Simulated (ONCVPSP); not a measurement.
**Which change was made? (Cu, ONCV)**

ONCVPSP 4.0.1 input, shortened (lines: element, Z, core and valence counts, functional; n l f; lmax; l rc ep ncon nbas qcut; lloc lpopt rc5 dvloc0; l nproj debl; icmod fcfact rcfact), PBEsol, scalar-relativistic:

```
  Cu 29.00    3    3  -116133      upf
    1    0    2.00
    2    0    2.00
    2    1    6.00
    3    0    2.00
    3    1    6.00
    3    2    8.00
    2
    0    1.00    0.00    4    7   11.90
    1    1.15    0.00    4    8   11.30
    2    0.70    0.00    3    8   14.20
    4    1    0.60    4.00
    0    1    3.10
    1    2    0.70
    2    2    1.60
    0    0.00    0.00
```

In the p channel the program set the typed energies aside and used -4.322, 0.250 Ha. In the d channel the program set the typed energies aside and used -1.796, 0.250 Ha.

Cutoffs, loose and tight: the cutoffs (Ha) at which the residual kinetic energy of the hardest occupied pseudo-wave falls to 1 and 0.1 mHa per electron. They do not see the model core or the augmentation charge, which bear on the density cutoff. Test errors are all-electron minus pseudo excitation energies from the reference, over the configurations 3s2 3p6 3d10 4s1; 3s2 3p6 3d10; 3s2 3p6 3d9; 3s2 3p6 3d7; variants that change the core or the reference have their own tests. The largest error is taken over the tests solved by every variant that gives reliable tests at all, those not shown here included: 3s2 3p6 3d10; 3s2 3p6 3d7; 3s2 3p6 3d9.

The base gives: outcome: generated, projector energies reset by the program; cutoff, loose: 469 Ha; cutoff, tight: 828 Ha; bound ghosts: none; GHOST(+) flags above zero: none; largest test error (meV): +35.

Task: After one change the result is: outcome: generated, projector energies reset by the program; cutoff, loose: 166 Ha; cutoff, tight: 189 Ha; bound ghosts: none; GHOST(+) flags above zero: none; largest test error (meV): +6.7. Which change was it?
A. s: qcut 17.5; p: qcut 16.6; d: qcut 20.9
B. s: qcut 12.2; p: qcut 11.6; d: qcut 14.6
C. s: qcut 13.6; p: qcut 12.9; d: qcut 16.2

Result: A. The others give: s: qcut 12.2; p: qcut 11.6; d: qcut 14.6 → outcome: generated, projector energies reset by the program; cutoff, loose: 355 Ha; cutoff, tight: 707 Ha; bound ghosts: none; GHOST(+) flags above zero: none; largest test error (meV): +31 | s: qcut 13.6; p: qcut 12.9; d: qcut 16.2 → outcome: generated, projector energies reset by the program; cutoff, loose: 129 Ha; cutoff, tight: 509 Ha; bound ghosts: none; GHOST(+) flags above zero: none; largest test error (meV): +20.
